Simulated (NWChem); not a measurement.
# MgF$_{2}$; SMILES [F][Mg][F]

All runs: NWChem. The geometry was optimised at B3LYP/6-31G* (spherical d). Level BLYP/def2-SVPD: energy and gradient; each run changes one setting, and changes count from the defaults (medium grid, exact Coulomb integrals, symmetry on).

Task: Which setting moves the energy most, and by about how much (tight SCF thresholds and tolerances; Becke weights; Coulomb fitting, Weigend set; defaults; extra-fine grid)?

Result: Coulomb fitting, Weigend set, by about 80 μHa.
```
setting                              size of the energy change (μHa)  largest change of a gradient component (μHa/bohr)
-----------------------------------  -------------------------------  -------------------------------------------------
defaults                                                        < 10                                               < 30
extra-fine grid                                                 < 10                                                 40
Becke weights                                                   < 10                                               < 30
tight SCF thresholds and tolerances                             < 10                                               < 30
Coulomb fitting, Weigend set                                      80                                               < 30
```
